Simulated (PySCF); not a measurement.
FH₃SiZn, SMILES [SiH3][Zn][F]. Heavy atoms are numbered as in [Zn:1]([F:2])[SiH3:3]. Hydrogens are named by the atom that carries them.

Coordinates come from a B3LYP-D3(BJ)/def2-TZVP optimisation.

Computed with HF/pcSseg-1 run with PySCF.

GIAO shieldings, no solvent; atoms alike by connectivity are averaged. δ = σ(ref) − σ: ¹⁹F against CFCl3 (σ = 238.5 ppm); ²⁹Si against TMS (σ = 393.8 ppm); ¹H against TMS (σ = 31.99 ppm), references at their B3LYP-D3(BJ)/def2-TZVP geometries, non-relativistic.

```json
[
 {"nucleus": "¹⁹F", "atoms": "F2", "count": "1", "δ (ppm)": "-189.3"},
 {"nucleus": "²⁹Si", "atoms": "Si3 (SiH3)", "count": "1", "δ (ppm)": "-125.6"},
 {"nucleus": "¹H", "atoms": "H on Si3", "count": "3", "δ (ppm)": "3.15"}
]
```
